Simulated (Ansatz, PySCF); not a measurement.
Molecule: sum formula HSiO, charge 0, multiplicity 2. It need not be the lowest isomer of its formula. 
Geometry from a B3LYP-D3(BJ)/def2-TZVP (Ansatz, a first-principles code) optimisation:
SMILES: O=[SiH]
```xyz
3

Si    -0.0147    -0.5041    -0.0112
O     -0.1485     1.0191     0.0164
H      1.3936    -1.0954     0.0249
```
Charge 0, spin multiplicity 2.

Wanted: atomisation energy (electronic, to ground-state atoms), in eV. Correlated levels leave the core frozen unless marked. UHF or UKS for open shells. No spin-orbit coupling. Non-relativistic. The coupled-cluster limit lacks core correlation, which all-electron functionals hold. Basis-set limits of correlation are two-point, X^-3; Hartree-Fock from the larger set.

```tsv
level	program	atomisation energy (eV)
BLYP-D3(BJ)/def2-TZVPD	Ansatz + dftd3	9.70
M06-L/def2-TZVPD	PySCF	?
BHLYP-D3(BJ)/def2-TZVPD	Ansatz + dftd3	8.67
TPSSh-D3(BJ)/def2-TZVPD	PySCF + dftd3	?
SCS-MP2/cc-pV(D+d)Z	Ansatz	8.28
CCSD/6-31G*	Ansatz	7.83
CCSD(T)/CBS(aug-cc-pV(T+d)Z,aug-cc-pV(Q+d)Z)	Ansatz	?
```

### Question
What belongs in the gaps?

### Answer

- M06-L/def2-TZVPD, atomisation energy (eV): 9.42
- TPSSh-D3(BJ)/def2-TZVPD, atomisation energy (eV): 9.37
- CCSD(T)/CBS(aug-cc-pV(T+d)Z,aug-cc-pV(Q+d)Z), atomisation energy (eV): 9.40
